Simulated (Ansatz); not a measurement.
Total energies of Se(CCH)2 (C4H2Se) from Ansatz at r2SCAN-D4/def2-TZVP, gas phase (1 Eh = 27.2114 eV = 2625.5 kJ/mol). The reference geometry is relaxed at PBE0-D4/def2-SVP.

Cartesian coordinates in Å:
```
Se -1.006 -0.869 0.920
C -0.265 -1.243 -0.710
C 0.186 -1.563 -1.791
H 0.590 -1.840 -2.748
C -0.269 0.782 1.198
C 0.180 1.880 1.455
H 0.582 2.853 1.675
```

```
                 state   geometry  energy (Eh)
      charge 0 singlet  reference  -2554.96498
      charge 1 doublet  reference  -2554.65191
free Se atom (triplet)          –  -2401.47526
 free C atom (triplet)          –    -37.83292
 free H atom (doublet)          –     -0.49993
```

Work out the vertical ionisation energy to the doublet.

E(charge 1 doublet) − E(charge 0 singlet) = -2554.65191 − (-2554.96498) = 0.31307 Eh = 8.52 eV. For comparison, −ε of the highest occupied level is 5.84 eV at this level, 2.68 eV less.

What is the binding energy per atom against free atoms?

Atoms: 1 × (-2401.47526) + 4 × (-37.83292) + 2 × (-0.49993) = -2553.80680 Eh. Binding: -2553.80680 − (-2554.96498) = 1.15818 Eh = 31.52 eV, or 4.50 eV for each of 7 atoms (no zero-point energy, no counterpoise term).
